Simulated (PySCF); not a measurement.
**How methods differ on the excitation energy of Si(2+)**

Si(2+) [Ne] 3s2 (1S) → Si(2+) [Ne] 3p2 (3P), as a difference of total energies. Calculation: PySCF 2.14, in aug-cc-pVDZ-DK (5s4p2d, 27 functions); the spin-free X2C one-electron Hamiltonian (Gaussian nucleus). Correlated levels: valence: [Ne] frozen. The calculations carry no spin-orbit coupling.

| method | excitation energy (cm⁻¹) |
| --- | --- |
| UHF | 121950 |
| MP2 (valence) | 127150 |
| SCS-MP2 (valence) | 129160 |
| CCSD (valence) | 129730 |

A first-order spin-orbit estimate (lowest level to lowest level, LS coupling) adds -0.025 eV.

With two correlated electrons CCSD is exact in that space.
